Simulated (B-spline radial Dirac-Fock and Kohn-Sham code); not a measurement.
# In⁶⁺: input and output of one calculation

ΔSCF core binding energies without Breit or QED terms, calculated with a B-spline atomic structure program. Keys: rel is the Hamiltonian (dirac, or spin-free x2c and nr, where L3 and M5 stand for the whole 2p and 3d shells), method is hf or an exchange,correlation pair (spin-unpolarised, also for the hole states), nuc the nuclear model, radius_factor scales its radius, rmax is the box in bohr, h the logarithmic mesh step, order the B-spline order, points the quadrature points per cell, c_factor scales the speed of light, and damp, ndamp, maxit and tol steer the iteration. The run stops when the commutator error falls below 10·tol·max(1, Z/10), or the numerical noise floor, and the energy has settled to about 1e-8 Ha; the virial ratio is −V/T.

Input (task.json):

```json
{"items": [{"Z": 49, "q": 6, "cfg": [[1, 0, 2], [2, 0, 2], [2, 1, 6], [3, 0, 2], [3, 1, 6], [3, 2, 10], [4, 0, 2], [4, 1, 6], [4, 2, 7]], "A": 115, "rrms": 4.6156, "do": "settings", "holes": ["K", "L3", "M5"],
  "settings": [{"rel": "dirac", "method": "hf", "nuc": "fermi", "radius_factor": 1.0, "rmax": 45.0, "h": 0.3, "order": 8, "points": 10, "c_factor": 1.0, "maxit": 5, "damp": 0.5, "ndamp": 3, "tol": 1e-08}]}]}
```

Command: `python xray2_run.py task.json out`

Ground-state iterations:

```
iter   energy (Ha)        error
   1    -5854.02154889  1.75e+00
   2    -5867.71429581  4.70e-01
   3    -5870.32330300  1.41e-01
   4    -5870.56751717  4.37e-02
   5    -5870.58980249  1.64e-02
```

The ground state had not converged after 5 iterations, with total energy -5870.58980 Ha, virial ratio 1.95216 and highest orbital energy -113.04 eV. ΔSCF binding energies: K (1s) 28136.9 eV, L3 (2p3/2) 3845.5 eV, M5 (3d5/2) 549.6 eV (not all states converged, so these are not final).

Problem. One setting is unsound. Which, and why?

Solution. maxit ends the run before self-consistency. With the default settings (Dirac Hartree-Fock): The ground state converged in 10 iterations, with total energy -5870.59363 Ha, virial ratio 1.95152 and highest orbital energy -112.42 eV. ΔSCF binding energies: K (1s) 28136.8 eV, L3 (2p3/2) 3845.5 eV, M5 (3d5/2) 549.6 eV.
